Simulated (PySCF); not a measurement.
C₂Cl₂F₂. Atoms are numbered in the order given.

```xyz
6

F      1.7125    -0.4457     0.0000
C      0.3925    -0.5431     0.0000
Cl    -0.2234    -2.1459     0.0000
C     -0.3925     0.5431     0.0000
F     -1.7125     0.4457     0.0000
Cl     0.2234     2.1459     0.0000
```

Geometry: B3LYP-D3(BJ)/def2-SVP.

Level of theory: HF/def2-TZVP run with PySCF.

Symmetry labels are those of the subgroup C2h that the program uses (full group C2h).

Computed valence orbital energies around the gap with their symmetry:
```csv
orbital,symmetry,energy (eV)
HOMO−7,Ag,-19.50
HOMO−6,Bu,-17.77
HOMO−5,Ag,-15.93
HOMO−4,Au,-14.89
HOMO−3,Bg,-14.13
HOMO−2,Bu,-13.89
HOMO−1,Ag,-13.43
HOMO,Au,-10.26
LUMO,Bg,3.69
LUMO+1,Bu,4.14
LUMO+2,Ag,4.83
LUMO+3,Bu,5.96
```
